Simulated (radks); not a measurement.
Results of a calculation; reference values are marked as such.
Excited configurations of Hg I: one electron is placed in a higher orbital outside [Xe] 4f14 5d10 6s1. The ground configuration is [Hg]. Code: a radial shooting solver on a logarithmic mesh with Libxc functionals. Model: Dirac Kohn-Sham, PBE, spin-unpolarised, spherical densities, finite nucleus; open shells are shared between the two j in proportion to 2j + 1; Fermi nuclear charge, rms radius 5.4648 fm. Excitation = E - E(ground); binding = E(ion) - E, where the ion is the core of charge +1; n* = 1/sqrt(2 binding) in atomic units, and the quantum defect is n - n*. Eigenvalue and <r> are those of j = l + 1/2.

[
 {"outer orbital": "5f", "excitation (eV)": "9.783", "binding (eV)": "0.911", "n*": "3.865", "quantum defect": "1.135", "<r> (bohr)": "17.36"},
 {"outer orbital": "6p", "excitation (eV)": "5.960", "binding (eV)": "4.734", "n*": "1.695", "quantum defect": "4.305", "<r> (bohr)": "4.378"},
 {"outer orbital": "6f", "excitation (eV)": "10.065", "binding (eV)": "0.629", "n*": "4.651", "quantum defect": "1.349", "<r> (bohr)": "29.37"},
 {"outer orbital": "7s", "excitation (eV)": "7.956", "binding (eV)": "2.738", "n*": "2.229", "quantum defect": "4.771", "<r> (bohr)": "7.861"},
 {"outer orbital": "7f", "excitation (eV)": "10.240", "binding (eV)": "0.454", "n*": "5.472", "quantum defect": "1.528", "<r> (bohr)": "44.02"}
]

The Delta-SCF ionisation energy is 10.694 eV (NIST Atomic Spectra Database: 10.438 eV, measured). Self-interaction in the functional shifts the binding energies and quantum defects, so they are the method's values and not measured ones. Spin polarisation and multiplet splitting are left out, so open shells lie too high by an amount that depends on their filling.

Beside tabulated values, note that spin-unpolarised runs miss the spin-polarisation part of the exchange energy of open shells.
